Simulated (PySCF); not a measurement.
Electron correlation in La²⁺ (lanthanum, charge +2)

[Xe] 6s1, 2S determinant (an excited configuration). Computed with PySCF 2.14 in def2-QZVPPD with the def2 core potential (46 electrons), with a scalar-relativistic core potential. Frozen: nothing; 9 electrons correlated.

| level | correlation energy (mhartree) |
| --- | --- |
| CCSD | -201.14 |
| (T) | -6.60 |
| CCSD(T) | -207.74 |

Diagnostics: T1 = 0.0084, D1 = 0.0345, largest double amplitude 0.029.

Cost of the coupled-cluster step: of the order of 11 core-seconds, for 9 correlated electrons.

The basis has no tight functions for the innermost shells, so their pair energies are far from complete.
